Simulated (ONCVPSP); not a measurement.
What one change does to a pseudopotential (Cu (Z = 29), ONCV)

Cu, optimised norm-conserving Vanderbilt (ONCV), made with ONCVPSP 4.0.1 (PW91, non-relativistic). Core [Ne], reference 3s2 3p6 3d10 (charge +1). Waves: 3s: rc 1.20 bohr, ncon 4, nbas 9, qcut 12.8 1/bohr, 2 projectors, debl 3 Ha; 3p: rc 1.00 bohr, ncon 4, nbas 8, qcut 12.4 1/bohr, 2 projectors, debl 1.3 Ha; 3d: rc 0.80 bohr, ncon 4, nbas 8, qcut 12 1/bohr, 2 projectors, debl 1.8 Ha. Local part: polynomial inside 0.60 bohr (lpopt 5, dvloc0 0 Ha). Core correction: Teter function fitted to the true core (icmod 2), fcfact 0.3.

In the s channel the program set the typed energies aside and used -4.392, 0.250 Ha. In the p channel the program set the typed energies aside and used -2.930, 0.250 Ha.

All-electron outer shells of the reference configuration (PW91, non-relativistic, ld1.x):

```json
{"shell": "3s", "level (eV)": "-119.51", "outermost node (bohr)": "0.29", "outermost maximum (bohr)": "0.62"}
{"shell": "3p", "level (eV)": "-79.74", "outermost node (bohr)": "0.26", "outermost maximum (bohr)": "0.63"}
{"shell": "3d", "level (eV)": "-13.84", "outermost node (bohr)": "–", "outermost maximum (bohr)": "0.60"}
```

Change: d: rc 0.86.

Cutoffs: the cutoffs (Ha) at which the residual kinetic energy of the hardest occupied pseudo-wave falls to 1 and 0.1 mHa per electron; they do not see the model core or the augmentation charge, which bear on the density cutoff. Errors are all-electron minus pseudo energies relative to the spin-unpolarised reference configuration.

Question: What does the change do?

Answer: The potential gets softer (350 Ha and 406 Ha → 290 Ha and 338 Ha); of the 4 tests that both files solve, the error grows in 1 and shrinks in 0 by more than 15 % and 0.3 meV (median size 0.8 → 0.8 meV); neither file shows a bound ghost. A larger radius leaves more room for a smooth pseudo-wave, so fewer plane waves are needed.

```tsv
quantity	base	changed
cutoff, loose	350 Ha	290 Ha
cutoff, tight	406 Ha	338 Ha
loose cutoff by channel	s 48 Ha, p 45 Ha, d 350 Ha	s 48 Ha, p 45 Ha, d 290 Ha
bound ghosts	none	none
GHOST(+) flags under 300 eV	none	none
error for 3s2 3p6 3d10 4s1, meV [ΔE -7.96 eV]	-0.5	-0.4
error for 3s2 3p6 3d9, meV [ΔE 21.59 eV]	+1.0	+1.2
error for 3s2 3p6 3d8, meV [ΔE 60.99 eV]	+12	+16
error for 3s2 3p6 3d10 4s0.5, meV [ΔE -4.88 eV]	0.0	+0.1
s: phases at 1.21 bohr within 0.05 rad from the reference energy up to (Ha; the scan ends near 5)	to the end of the scan	to the end of the scan
p: phases at 1.01 bohr within 0.05 rad from the reference energy up to (Ha; the scan ends near 5)	to the end of the scan	to the end of the scan
rms error of d²Exc/dni dnj with the model core, mHa	1.98	2.03
```
